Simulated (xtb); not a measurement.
xtb input (GFN2-xTB):

```bash
xtb mol.xyz --gfn 2 --sp --chrg 0 --uhf 0
```
mol.xyz:
```
2

Cs    -0.00000000    -0.00000000    -0.33804873
F      0.00000000     0.00000000     2.06585338
```

Output:

```
           -------------------------------------------------
          |                Calculation Setup                |
           -------------------------------------------------

           -------------------------------------------------
          |                 G F N 2 - x T B                 |
           -------------------------------------------------

        Reference                      10.1021/acs.jctc.8b01176
      * Hamiltonian:
        H0-scaling (s, p, d)           1.850000    2.230000    2.230000
        zeta-weighting                 0.500000
      * Dispersion:
        s8                             2.700000
        a1                             0.520000
        a2                             5.000000
        s9                             5.000000
      * Repulsion:
        kExp                           1.500000    1.000000
        rExp                           1.000000
      * Coulomb:
        alpha                          2.000000
        third order                    shell-resolved
        anisotropic                    true
        a3                             3.000000
        a5                             4.000000
        cn-shift                       1.200000
        cn-exp                         4.000000
        max-rad                        5.000000

          ...................................................
          :                      SETUP                      :
          :.................................................:
          :  # basis functions                   8          :
          :  # atomic orbitals                   8          :
          :  # shells                            4          :
          :  # electrons                         8          :
          :  max. iterations                   250          :
          :  Hamiltonian                  GFN2-xTB          :
          :  restarted?                      false          :
          :  GBSA solvation                  false          :
          :  PC potential                    false          :
          :  electronic temp.          300.0000000     K    :
          :  accuracy                    1.0000000          :
          :  -> integral cutoff          0.2500000E+02      :
          :  -> integral neglect         0.1000000E-07      :
          :  -> SCF convergence          0.1000000E-05 Eh   :
          :  -> wf. convergence          0.1000000E-03 e    :
          :  Broyden damping             0.4000000          :
          :  net charge                          0          :
          :  unpaired electrons                  0          :
          ...................................................

 iter      E             dE          RMSdq      gap      omega  full diag
   1     -4.9331408 -0.493314E+01  0.182E+01    0.58       0.0  T
   2     -4.9491790 -0.160382E-01  0.884E+00    2.78       1.0  T
   3     -4.8654257  0.837532E-01  0.948E+00    0.46       1.0  T
   4     -4.9525497 -0.871240E-01  0.335E+00    2.54       1.0  T
   5     -4.9590055 -0.645577E-02  0.218E+00    1.83       1.0  T
   6     -4.9546271  0.437841E-02  0.304E+00    2.29       1.0  T
   7     -4.9615551 -0.692801E-02  0.144E+00    1.60       1.0  T
   8     -4.9637268 -0.217172E-02  0.451E-01    1.32       1.0  T
   9     -4.9639168 -0.189983E-03  0.196E-01    1.24       1.0  T
  10     -4.9630224  0.894371E-03  0.788E-01    1.10       1.0  T
  11     -4.9638860 -0.863576E-03  0.145E-01    1.22       1.0  T
  12     -4.9639009 -0.149432E-04  0.110E-01    1.23       1.0  T
  13     -4.9639174 -0.164249E-04  0.169E-02    1.25       4.2  T
  14     -4.9639174 -0.804819E-07  0.144E-02    1.25       4.9  T
  15     -4.9639177 -0.289235E-06  0.462E-04    1.25     153.0  T
  16     -4.9639177 -0.298841E-09  0.172E-05    1.25    4111.0  T

   *** convergence criteria satisfied after 16 iterations ***

         #    Occupation            Energy/Eh            Energy/eV
      -------------------------------------------------------------
         1        2.0000           -0.6043218             -16.4444
         2        2.0000           -0.3267694              -8.8918
         3        2.0000           -0.3229110              -8.7869
         4        2.0000           -0.3229110              -8.7869 (HOMO)
         5                         -0.2767991              -7.5321 (LUMO)
         6                         -0.1256740              -3.4198
         7                         -0.1256740              -3.4198
         8                          0.0205437               0.5590
      -------------------------------------------------------------
                  HL-Gap            0.0461119 Eh            1.2548 eV
             Fermi-level           -0.2995347 Eh           -8.1508 eV

 SCC (total)                   0 d,  0 h,  0 min,  0.001 sec
 SCC setup                      ...        0 min,  0.000 sec (  5.251%)
 Dispersion                     ...        0 min,  0.000 sec (  1.281%)
 classical contributions        ...        0 min,  0.000 sec (  0.968%)
 integral evaluation            ...        0 min,  0.000 sec ( 10.479%)
 iterations                     ...        0 min,  0.001 sec ( 67.245%)
 molecular gradient             ...        0 min,  0.000 sec ( 10.446%)
 printout                       ...        0 min,  0.000 sec (  3.847%)

         :::::::::::::::::::::::::::::::::::::::::::::::::::::
         ::                     SUMMARY                     ::
         :::::::::::::::::::::::::::::::::::::::::::::::::::::
         :: total energy              -4.962891822362 Eh    ::
         :: gradient norm              0.004707769275 Eh/a0 ::
         :: HOMO-LUMO gap              1.254769191443 eV    ::
         ::.................................................::
         :: SCC energy                -4.963917736426 Eh    ::
         :: -> isotropic ES            0.129868063485 Eh    ::
         :: -> anisotropic ES          0.006840186950 Eh    ::
         :: -> anisotropic XC         -0.000550118985 Eh    ::
         :: -> dispersion             -0.000369003276 Eh    ::
         :: repulsion energy           0.001025914065 Eh    ::
         :: add. restraining           0.000000000000 Eh    ::
         :: total charge               0.000000000059 e     ::
         :::::::::::::::::::::::::::::::::::::::::::::::::::::

           -------------------------------------------------
          |                Property Printout                |
           -------------------------------------------------

    * Orbital Energies and Occupations

         #    Occupation            Energy/Eh            Energy/eV
      -------------------------------------------------------------
         1        2.0000           -0.6043218             -16.4444
         2        2.0000           -0.3267694              -8.8918
         3        2.0000           -0.3229110              -8.7869
         4        2.0000           -0.3229110              -8.7869 (HOMO)
         5                         -0.2767991              -7.5321 (LUMO)
         6                         -0.1256740              -3.4198
         7                         -0.1256740              -3.4198
         8                          0.0205437               0.5590
      -------------------------------------------------------------
                  HL-Gap            0.0461119 Eh            1.2548 eV
             Fermi-level           -0.2995347 Eh           -8.1508 eV

     #   Z          covCN         q      C6AA      α(0)
     1  55 Cs       0.584     0.672   966.056   126.825
     2   9 F        0.584    -0.672    17.546     4.939

 Mol. C6AA /au·bohr⁶  :       1161.675499
 Mol. C8AA /au·bohr⁸  :     366448.143627
 Mol. α(0) /au        :        131.763926

Wiberg/Mayer (AO) data.
Note: The following floating-point exceptions are signalling: IEEE_UNDERFLOW_FLAG IEEE_DENORMAL
normal termination of xtb
largest (>0.10) Wiberg bond orders for each atom

 ---------------------------------------------------------------------------
     #   Z sym  total        # sym  WBO       # sym  WBO       # sym  WBO
 ---------------------------------------------------------------------------
     1  55 Cs   0.593 --     2 F    0.593
     2   9 F    0.593 --     1 Cs   0.593
 ---------------------------------------------------------------------------

Topologies differ in total number of bonds
Writing topology from bond orders to xtbtopo.mol

molecular dipole:
                 x           y           z       tot (Debye)
 q only:        0.000       0.000      -3.055
   full:       -0.000      -0.000      -3.466       8.810
molecular quadrupole (traceless):
                xx          xy          yy          xz          yz          zz
 q only:        4.987       0.000       4.987       0.000       0.000      -9.974
  q+dip:        5.187       0.000       5.187       0.000      -0.000     -10.375
   full:        6.084       0.000       6.084      -0.000       0.000     -12.167

           -------------------------------------------------
          | TOTAL ENERGY               -4.962891822362 Eh   |
          | GRADIENT NORM               0.004707769275 Eh/α |
          | HOMO-LUMO GAP               1.254769191443 eV   |
           -------------------------------------------------

------------------------------------------------------------------------
------------------------------------------------------------------------
 total:
 SCF:
```
